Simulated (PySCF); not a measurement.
C2H12N2Si2. Atoms are numbered in the order given.

```xyz
18

C     -2.7759     0.8212    -0.9226
Si    -1.7380    -0.7428    -0.7903
C     -0.5634    -0.6413     0.6947
N      0.2374     0.5682     0.6420
Si     1.9567     0.6251     0.7893
N      2.6255    -0.5595    -0.2687
H     -2.1316     1.7079    -1.0301
H     -3.4384     0.7829    -1.8007
H     -3.4054     0.9566    -0.0290
H     -0.9194    -0.9031    -2.0347
H     -2.6358    -1.9380    -0.6617
H     -1.1161    -0.7547     1.6493
H      0.1130    -1.5106     0.6313
H     -0.2862     1.4341     0.6897
H      2.2796     2.0665     0.5285
H      2.5349     0.2559     2.1244
H      2.4606    -0.5398    -1.2682
H      3.4783    -1.0502    -0.0307
```

Geometry: PBE0-D3(BJ)/def2-SVP. This is a generated structure with no PubChem entry under its InChIKey; it may be hypothetical. Other conformers were not sampled.

Calculation: KT2/pcSseg-1 run with PySCF.

GIAO shieldings, no solvent; atoms listed in one row are averaged. δ = σ(ref) − σ: ¹³C against TMS (σ = 185.1 ppm); ²⁹Si against TMS (σ = 361.9 ppm); ¹⁵N against NH3 (σ = 266.2 ppm); ¹H against TMS (σ = 31.47 ppm), references at their B3LYP-D3(BJ)/def2-TZVP geometries, non-relativistic.

Computed chemical shifts:
```csv
nucleus,atoms,count,δ (ppm)
¹³C,C3,1,29.6
¹³C,C1,1,-8.9
²⁹Si,Si2,1,-38.9
²⁹Si,Si5,1,-41.6
¹⁵N,N4,1,37.2
¹⁵N,N6,1,21.8
¹H,"H15, H16",2,5.31
¹H,H11,1,4.59
¹H,H10,1,4.18
¹H,H13,1,3.67
¹H,H12,1,2.80
¹H,H18,1,0.63
¹H,H14,1,0.62
¹H,"H7, H8, H9",3,0.49
¹H,H17,1,0.40
```
